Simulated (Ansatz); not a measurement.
Basis-set extrapolation for `F/C=C(\F)C(F)(F)F` (PBE0-D4/def2-TZVP geometry, frozen core, Ansatz 0.2.0). Multiplicity 1, RHF reference.

```json
{"": "HF", "def2-TZVPP": "-611.610234", "def2-QZVPP": "-611.636639"}
{"": "MP2 correlation", "def2-TZVPP": "-1.694026", "def2-QZVPP": "-1.845458"}
{"": "CCSD(T) correlation", "def2-TZVPP": "-1.765459", "def2-QZVPP": "not run"}
```

Energies in hartree. Use E(X) = E(∞) + A·exp(−7.88·√X) for Hartree–Fock and E(X) = E(∞) + B·X^(−2.97) for correlation, with X = 3 and 4, and add CCSD(T) minus MP2 of the smaller set to the MP2 limit.

Q: What is the CCSD(T) energy at the basis-set limit?

A: HF limit: -611.636639 + (-0.026405) × 0.13774 = -611.64028. MP2 limit: -1.845458 + (-0.151432) × 0.74074 = -1.95763. Higher-order term: -1.765459 − (-1.694026) = -0.07143. Total: -613.66934 hartree, 771.0 kJ/mol below CCSD(T)/def2-TZVPP.
